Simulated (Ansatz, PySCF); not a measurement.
Torsion H3–O1–Sn2–H4 in H2OSn (SMILES [OH][SnH]); at each angle all else is relaxed with GFN2-xTB, and the levels are single points there.
Geometry at 0° (charge 0, multiplicity 1):
```csv
atom,x (Å),y (Å),z (Å)
O,-1.0560,0.1639,0.2814
Sn,0.7791,0.8811,-0.1263
H,-1.5643,-0.4851,-0.2014
H,1.1385,-0.1146,-1.7089
```

On the grid 0° to 330°, 60° is the highest and 0° the lowest point at CCSD(T)/CBS(def2-TZVPP, def2-QZVPP).

Frozen-core correlation. Filled d and f shells under p-block atoms count as core. CBS(a, b) extrapolates the correlation energy as X⁻³ and adds the Hartree–Fock energy of set b. Rows in 3-21G carry no dispersion term and start afresh at each structure; the Pople sets are all-electron and without relativity.

Codes used: Ansatz (Gaussian orbitals); PySCF for 3-21G rows, the dispersion terms. Each number belongs to the level named beside it. In def2 rows elements past Kr take small-core potentials, without spin–orbit coupling.

```json
[
 {"level": "HF/def2-SVP", "energy at 60° less that at 0° (kJ/mol)": "30.9"},
 {"level": "PBE/def2-TZVPP", "energy at 60° less that at 0° (kJ/mol)": "34.9"},
 {"level": "PBE-D3(BJ)/def2-TZVPP", "energy at 60° less that at 0° (kJ/mol)": "35.0"},
 {"level": "PBE-D4/def2-TZVPP", "energy at 60° less that at 0° (kJ/mol)": "34.9"},
 {"level": "r2SCAN/def2-TZVPP", "energy at 60° less that at 0° (kJ/mol)": "35.0"},
 {"level": "B3LYP/3-21G", "energy at 60° less that at 0° (kJ/mol)": "27.1"},
 {"level": "PBE0-D4/def2-TZVPP", "energy at 60° less that at 0° (kJ/mol)": "___"},
 {"level": "MP2/def2-QZVPP", "energy at 60° less that at 0° (kJ/mol)": "34.8"},
 {"level": "CCSD(T)/CBS(def2-TZVPP, def2-QZVPP)", "energy at 60° less that at 0° (kJ/mol)": "___"}
]
```

Task: Some entries are withheld; supply them.

Result: 
- PBE0-D4/def2-TZVPP, energy at 60° less that at 0° (kJ/mol): 34.0
- CCSD(T)/CBS(def2-TZVPP, def2-QZVPP), energy at 60° less that at 0° (kJ/mol): 33.2

Ansatz is a quantum-chemistry and plane-wave program.
